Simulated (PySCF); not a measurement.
PySCF input (BP86/def2-SVP):

```python
from pyscf import gto, dft

mol = gto.M(
    atom='''
    Se   -1.69381200    0.00471600    0.09582700
    C     0.09056600    0.03123000   -0.03337800
    Se    1.73187800   -0.04283800   -0.06386100
    H    -1.83763400    1.10878900   -0.88657600
    ''',
    basis='def2-svp',
    charge=1,
    spin=0,
    verbose=4,
)

mf = dft.RKS(mol, xc='bp86')
mf.grids.level = 3
mf.conv_tol = 1e-9
mf.max_cycle = 100
mf.max_memory = 1500
mf.kernel()
if not mf.converged:
    mf = mf.newton()
    mf.kernel(mf.make_rdm1())
mf.dip_moment()
```

From the output:

```
tot grids = 64776
init E= -4840.3019284133
  HOMO = -0.267743264622721  LUMO = -0.162166798882494  gap/eV = 2.87288
cycle= 1 E= -4841.39668097475  delta_E= -1.09  |g|= 0.323  |ddm|= 2.63
  HOMO = -0.477200759993005  LUMO = -0.392830165875562  gap/eV = 2.29584
cycle= 2 E= -4841.39503971457  delta_E= 0.00164  |g|= 0.325  |ddm|=  0.6
  HOMO = -0.46310878420383  LUMO = -0.361632908783811  gap/eV = 2.76130
cycle= 3 E= -4841.40157585175  delta_E= -0.00654  |g|= 0.167  |ddm|= 0.347
  HOMO = -0.461843783670558  LUMO = -0.368740169298424  gap/eV = 2.53348
cycle= 4 E= -4841.40876331033  delta_E= -0.00719  |g|= 0.0491  |ddm|= 0.171
  HOMO = -0.460265414042602  LUMO = -0.368660117922857  gap/eV = 2.49271
cycle= 5 E= -4841.4092070415  delta_E= -0.000444  |g|= 0.0296  |ddm|= 0.0924
  HOMO = -0.460161213887548  LUMO = -0.366779913894877  gap/eV = 2.54103
cycle= 6 E= -4841.4095670392  delta_E= -0.00036  |g|= 0.00188  |ddm|= 0.0449
  HOMO = -0.460076046919732  LUMO = -0.366667485811032  gap/eV = 2.54178
cycle= 7 E= -4841.40956810291  delta_E= -1.06e-06  |g|= 0.000683  |ddm|= 0.00314
  HOMO = -0.460119965788471  LUMO = -0.366705077815738  gap/eV = 2.54195
cycle= 8 E= -4841.40956829294  delta_E= -1.9e-07  |g|= 0.000159  |ddm|= 0.00112
  HOMO = -0.460122078148278  LUMO = -0.366711054777666  gap/eV = 2.54184
cycle= 9 E= -4841.40956830203  delta_E= -9.09e-09  |g|= 2.75e-05  |ddm|= 0.00021
  HOMO = -0.460120980249971  LUMO = -0.366710540559373  gap/eV = 2.54183
cycle= 10 E= -4841.4095683023  delta_E= -2.7e-10  |g|= 5.23e-06  |ddm|= 4.16e-05
  HOMO = -0.46012079863331  LUMO = -0.366710172706749  gap/eV = 2.54183
Extra cycle  E= -4841.40956830227  delta_E= 3.55e-11  |g|= 9.37e-06  |ddm|= 1.84e-05
converged SCF energy = -4841.40956830227

WARN: System has nonzero charge 1; the dipole moment is origin-dependent.
Location of origin: [0. 0. 0.]

Dipole moment(X, Y, Z, Debye): -0.32035,  0.72595, -0.63261
```

The dipole moment of an ion depends on the origin.

The geometry given is a B3LYP-D3(BJ)/def2-TZVP minimum.
